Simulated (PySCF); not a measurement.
Compound: C₅H₁₅NSi₂.
Numbering: `[CH3:1][N:2]([CH3:3])[C@H:4]1[CH2:5][CH2:6][SiH2:7][SiH2:8]1` (hydrogens: H9, H10, H11 on C1; H12, H13, H14 on C3; H15 on C4; H16, H17 on C5; H18, H19 on C6; H20, H21 on Si7; H22, H23 on Si8)

Computed with PySCF at PBE0/pcSseg-1, non-relativistic, on one gas-phase PBE0-D3(BJ)/def2-SVP geometry that isn't relaxed in the solvent. The solvent is an IEF-PCM continuum (van der Waals radii × 1.2). The model holds no explicit solvent molecules, cavitation or dispersion.

Gas phase at PBE0/pcSseg-1: HOMO -5.83 eV, LUMO 0.24 eV, dipole 1.34 D.

Question: What does the continuum do to the energy, the frontier levels and the dipole at PBE0/pcSseg-1 in chloroform and acetone?

Answer: 
| solvent | ε | E(solvent) − E(gas) (kcal/mol) | polarisation term (kcal/mol) | distortion of the solute (kcal/mol) | HOMO (eV) | LUMO (eV) | dipole (D) |
| --- | --- | --- | --- | --- | --- | --- | --- |
| chloroform | 4.711 | -1.48 | -1.60 | 0.12 | -5.77 | 0.33 | 1.69 |
| acetone | 20.49 | -2.06 | -2.32 | 0.26 | -5.77 | 0.35 | 1.84 |

The polarisation term is half the interaction of the solute with the surface charges that it induces; the rest is the cost of distorting the solute's density. The sum is the electrostatic part of solvation alone. From chloroform to acetone the lowering changes by a factor 1.40, Onsager's factor (ε − 1)/(2ε + 1) by 1.30 and ε itself by 4.3.

Question: Which radius a makes the point-dipole formula ΔE = −[(ε − 1)/(2ε + 1)]·μ²/a³ give the value in acetone, with the gas-phase dipole?

Answer: μ = 0.528 au and |ΔE| = 0.00328 Eh give a = 1.80 Å; the farthest nucleus lies 4.15 Å from the centroid of the nuclei, so such a sphere wouldn't even hold the nuclei. The formula assumes a rigid point dipole at the centre of a sphere.

Question: Which Hirshfeld charges (PBE0/pcSseg-1) respond most in acetone (means over atoms taken as equivalent)?

Answer: 
```
atoms              environment  gas (e)  solvent (e)  change
   N2  tertiary amine nitrogen   -0.096       -0.105  -0.009
  H23            Si–H hydrogen   -0.075       -0.080  -0.005
  H15         methine hydrogen   +0.035       +0.039  +0.004
  Si8             SiH2 silicon   +0.225       +0.220  -0.005
  H19       methylene hydrogen   +0.037       +0.041  +0.004
  H20            Si–H hydrogen   -0.080       -0.084  -0.004
  H16       methylene hydrogen   +0.034       +0.036  +0.002
  H21            Si–H hydrogen   -0.079       -0.081  -0.002
  H18       methylene hydrogen   +0.040       +0.043  +0.003
  H22            Si–H hydrogen   -0.075       -0.077  -0.002
C1/C3          N-methyl carbon   -0.072       -0.074  -0.002
  H17       methylene hydrogen   +0.033       +0.035  +0.002
```
